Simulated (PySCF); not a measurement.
1-chlorocyclobutene (C4H5Cl), SMILES C1CCC=1Cl. The structure is a stationary point at PBE-D3(BJ)/def2-SVP.

Computed equilibrium geometry at PBE-D3(BJ)/def2-SVP (PySCF confirms it by a frequency run) as a Z-matrix, and its point group:
point group Cs.
```
C
H 1 1.1098
H 1 1.1098 2 109.07
C 1 1.5105 2 115.50 3 -132.03
C 4 1.3534 1 96.16 2 -115.53
H 5 1.0985 4 134.29 1 180.00
C 5 1.5209 6 133.65 4 180.00
H 7 1.1109 5 115.58 6 -64.29
H 7 1.1109 8 108.71 5 -131.88
Cl 4 1.7248 5 133.88 6 0.00
```
